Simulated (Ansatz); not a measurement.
Ansatz (a quantum-chemistry and plane-wave program) input (B3LYP-D3(BJ)/def2-TZVP):

Ansatz 0.2 input:
```yaml
crystal:
  periodic: [false, false, false]
  atoms:
    - {symbol: B, position_ang: [0.17400691, -0.05076612, -0.13535658]}
    - {symbol: H, position_ang: [-0.03736132, -0.39695810, 1.04607708]}
    - {symbol: H, position_ang: [-0.83267324, 0.65078873, -0.36929415]}
basis:
  gaussian:
    orbitals: def2-TZVP
hamiltonian:
  xc: b3lyp
  dispersion: d3bj
total_charge: -1
phonons: {temperatures: {t_min: 298.15, t_max: 298.15, t_step: 100}}
```

Output:

```
Functional definition: B3LYP
integrals: 0.00 GiB planned
257 factors; their error is unknown
mean field: 0.07 GiB planned
mean field evaluation 1: about -705.9616 eV, gradient 5.1e0 eV
mean field evaluation 2: about -706.0499 eV, gradient 1.6e0 eV
mean field evaluation 4: about -706.0618 eV, gradient 5.0e-2 eV
mean field evaluation 8: about -706.0578 eV, gradient 2.9e-4 eV
mean field -706.05778576 eV, -25.9471450433 hartree, gradient 2.5e-6 eV, S^2 0.000000; 0 other end points of the search recorded, 0 dependent functions left out
the calculation of the forces begins
reference -706.05797497 eV, -25.9471519969 hartree; 4, 4 occupied and 39, 39 virtual orbitals, 257 factors
these checks for a lower state are left out or cut short: stability, starts, cluster_reference, orbital_swaps, neighbouring_geometries, increment
integrals: 0.00 GiB planned
257 factors; their error is unknown
mean field: 0.07 GiB planned
mean field evaluation 16: about -706.0577 eV, gradient 5.4e-5 eV
mean field -706.05774187 eV, -25.9471434305 hartree, gradient 1.4e-6 eV, S^2 0.000000; 0 other end points of the search recorded, 0 dependent functions left out
the calculation of the forces begins
reference -706.05793113 eV, -25.9471503856 hartree; 4, 4 occupied and 39, 39 virtual orbitals, 257 factors
these checks for a lower state are left out or cut short: stability, starts, cluster_reference, orbital_swaps, neighbouring_geometries, increment
integrals: 0.00 GiB planned
257 factors; their error is unknown
mean field: 0.07 GiB planned
mean field -706.05775867 eV, -25.9471440478 hartree, gradient 1.2e-6 eV, S^2 0.000000; 0 other end points of the search recorded, 0 dependent functions left out
the calculation of the forces begins
reference -706.05794784 eV, -25.9471509997 hartree; 4, 4 occupied and 39, 39 virtual orbitals, 257 factors
these checks for a lower state are left out or cut short: stability, starts, cluster_reference, orbital_swaps, neighbouring_geometries, increment
integrals: 0.00 GiB planned
257 factors; their error is unknown
mean field: 0.07 GiB planned
mean field evaluation 32: about -706.0578 eV, gradient 1.5e-6 eV
mean field -706.05777970 eV, -25.9471448208 hartree, gradient 1.3e-6 eV, S^2 0.000000; 0 other end points of the search recorded, 0 dependent functions left out
the calculation of the forces begins
reference -706.05796892 eV, -25.9471517747 hartree; 4, 4 occupied and 39, 39 virtual orbitals, 257 factors
these checks for a lower state are left out or cut short: stability, starts, cluster_reference, orbital_swaps, neighbouring_geometries, increment
integrals: 0.00 GiB planned
257 factors; their error is unknown
mean field: 0.07 GiB planned
mean field -706.05777799 eV, -25.9471447582 hartree, gradient 1.7e-6 eV, S^2 0.000000; 0 other end points of the search recorded, 0 dependent functions left out
the calculation of the forces begins
reference -706.05796720 eV, -25.9471517113 hartree; 4, 4 occupied and 39, 39 virtual orbitals, 257 factors
these checks for a lower state are left out or cut short: stability, starts, cluster_reference, orbital_swaps, neighbouring_geometries, increment
integrals: 0.00 GiB planned
257 factors; their error is unknown
mean field: 0.07 GiB planned
mean field -706.05776778 eV, -25.9471443827 hartree, gradient 7.1e-7 eV, S^2 0.000000; 0 other end points of the search recorded, 0 dependent functions left out
the calculation of the forces begins
reference -706.05795694 eV, -25.9471513344 hartree; 4, 4 occupied and 39, 39 virtual orbitals, 257 factors
these checks for a lower state are left out or cut short: stability, starts, cluster_reference, orbital_swaps, neighbouring_geometries, increment
integrals: 0.00 GiB planned
257 factors; their error is unknown
mean field: 0.07 GiB planned
mean field -706.05775289 eV, -25.9471438355 hartree, gradient 7.9e-7 eV, S^2 0.000000; 0 other end points of the search recorded, 0 dependent functions left out
the calculation of the forces begins
reference -706.05794215 eV, -25.9471507908 hartree; 4, 4 occupied and 39, 39 virtual orbitals, 257 factors
Total energy: -706.08531002 eV, -25.9481565413 hartree
Atom 0 at     0.174007    -0.050766    -0.135357 Å, force    -0.001203     0.000351     0.000936 eV/Å
Atom 1 at    -0.037361    -0.396958     1.046077 Å, force     0.000208     0.000343    -0.001169 eV/Å
Atom 2 at    -0.832673     0.650789    -0.369294 Å, force     0.000995    -0.000694     0.000233 eV/Å
Dipole moment:    -0.490936     0.143230     0.381890 e Å
Vibrations: 1123.64 2185.73 2187.74 cm⁻¹, zero-point energy 0.340777 eV
```
